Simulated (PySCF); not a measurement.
## Excitation energy of Cr²⁺ by level of theory

Cr²⁺ [Ar] 3d4 (5D) → Cr²⁺ [Ar] 3d3 4s1 (5F), as a difference of total energies. Computed with PySCF 2.14 in aug-cc-pVDZ-DK, with the spin-free X2C one-electron Hamiltonian (Gaussian nucleus). Correlated levels: valence: [Ar] frozen. The calculations carry no spin-orbit coupling.

| method | excitation energy (eV) |
| --- | --- |
| UHF | 5.906 |
| MP2 (valence) | 6.268 |
| SCS-MP2 (valence) | 6.027 |
| CCSD (valence) | 6.298 |
| CCSD(T) (valence) | 6.301 |

Task: How much does correlation contribute at CCSD(T) (valence)?

Result: 6.301 − (5.906) = 0.395 eV, measured against UHF.
